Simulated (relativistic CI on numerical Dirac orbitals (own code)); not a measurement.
# Ar¹⁰⁺: computed level list

Method of calculation: Dirac-Coulomb-Breit CI, orbitals from a KLI potential per configuration, a model potential for QED, unscaled Slater integrals (own radial code, finite nucleus).

Configurations in the expansion (outside the closed core 1s2): 2s2.2p4, 2s.2p5, 2p6, 2s2.2p3.3s, 2p5.3s, 2s2.2p3.3p, 2p5.3p, 2s2.2p3.3d, 2p5.3d, 2s.2p4.3s, 2s.2p4.3p, 2s.2p4.3d, 2s2.2p3.4s, 2s2.2p3.4p, 2s2.2p3.4d, 2s2.2p3.4f. Levels of other configurations are missing.

The lowest level is 2s2.2p4 3P_2, with 98 % of that term; Hund's rules for 2s2.2p4 give 3P with J = 2, in agreement.

```tsv
No.	Configuration	Term	J	E (cm⁻¹)	%	Next component (%)	Lifetime (s)
1	2s2.2p4	3P	2	0	98	1 1D	
2	2s2.2p4	3P	1	14372	100		1.52e-02
3	2s2.2p4	3P	0	18223	98	2 1S	3.31e-01
4	2s2.2p4	1D	2	74433	98	1 3P	3.55e-03
5	2s2.2p4	1S	0	148301	95	3 2p6 1S	4.02e-04
6	2s.2p5	3P°	2	535950	100		4.29e-11
7	2s.2p5	3P°	1	548238	100		4.12e-11
8	2s.2p5	3P°	0	555210	100		4.06e-11
9	2s.2p5	1P°	1	746686	99		1.15e-11
10	2p6	1S	0	1266415	97	3 2s2.2p4 1S	1.32e-11
11	2s2.2p3.3s	5S°	2	2475993	98	1 2s.2p4.3p 5S°	7.35e-10
12	2s2.2p3.3s	3S°	1	2511888	98	1 1P°	1.64e-12
13	2s2.2p3.3s	3D°	1	2583801	94	3 1P°	4.91e-12
14	2s2.2p3.3s	3D°	2	2584247	93	5 3P°	5.06e-12
15	2s2.2p3.3s	3D°	3	2586532	99	1 2s.2p4.3p 3D°	5.06e-12
16	2s2.2p3.3s	1D°	2	2602608	92	5 3P°	2.08e-12
17	2s2.2p3.3p	5P	1	2612908	97	1 2s.2p4.3s 5P	6.57e-10
18	2s2.2p3.3p	5P	2	2614039	97	2 3P	6.68e-10
19	2s2.2p3.3p	5P	3	2616393	98	1 2s.2p4.3s 5P	6.35e-10
20	2s2.2p3.3s	3P°	0	2634075	97	2 2p5.3s 3P°	5.30e-12
21	2s2.2p3.3s	3P°	1	2635550	93	2 3D°	5.10e-12
22	2s2.2p3.3s	3P°	2	2639784	86	7 1D°	4.71e-12
23	2s2.2p3.3p	3P	1	2646562	96	1 1P	5.08e-10
24	2s2.2p3.3p	3P	2	2647720	97	1 5P	5.04e-10
25	2s2.2p3.3p	3P	0	2648408	99	1 2s.2p4.3s 3P	5.40e-10
26	2s2.2p3.3s	1P°	1	2655070	92	3 3D°	2.10e-12
27	2s2.2p3.3p	1P	1	2703691	55	41 3D	3.25e-10
28	2s2.2p3.3p	3D	2	2711809	90	7 3F	5.36e-10
29	2s2.2p3.3p	3D	1	2715199	56	42 1P	2.90e-10
30	2s2.2p3.3p	3D	3	2715423	87	12 3F	4.67e-10
31	2s2.2p3.3p	3F	2	2722288	86	10 3D	4.46e-10
32	2s2.2p3.3p	3F	3	2724977	84	16 3D	4.07e-10
33	2s2.2p3.3p	3F	4	2727460	100		5.66e-10
34	2s2.2p3.3p	1F	3	2730973	95	4 3D	5.91e-10
35	2s2.2p3.3p	3S	1	2757689	63	31 3P	4.33e-11
36	2s2.2p3.3p	3P	0	2764699	98	1 1S	4.44e-11
37	2s2.2p3.3p	3P	2	2770701	84	7 1D	3.10e-11
38	2s2.2p3.3p	3D	1	2772969	86	11 1P	1.22e-10
39	2s2.2p3.3p	3P	1	2774652	64	30 3S	4.36e-11
40	2s2.2p3.3p	3D	2	2774660	79	11 3P	9.61e-11
41	2s2.2p3.3p	3D	3	2778427	89	4 1F	1.42e-10
42	2s2.2p3.3p	1D	2	2783603	69	21 3P	9.03e-11
43	2s2.2p3.3d	5D°	3	2786849	98	1 2s.2p4.3p 5D°	3.06e-10
44	2s2.2p3.3d	5D°	2	2786850	98	1 2s.2p4.3p 5D°	1.67e-10
45	2s2.2p3.3d	5D°	1	2786860	99	1 2s.2p4.3p 5D°	1.33e-10
```

Energies count from the lowest computed level; ° marks odd parity; lifetimes are radiative, by E1, M1, E2, M2 decay to levels of this space only.

The mean weight of the leading LS term, summed over parents, in these 45 levels is 91 %, and that of the leading jj configuration (from the same eigenvectors) 61 %, so LS coupling describes them better.

At this charge energies of transitions that change n are usually good to better than 1 %, and those within a shell (Δn = 0) to a few per cent.

Landé's interval rule says that E(J) − E(J−1) = AJ with one A. For the ground term the intervals give A = -3850.3, -7186.1 cm⁻¹ for J = 1, 2; the multiplet is inverted.

LS names give the leading component of a level, which can be under half, so a name can repeat, a term be missing and a line seem to break the LS rules.
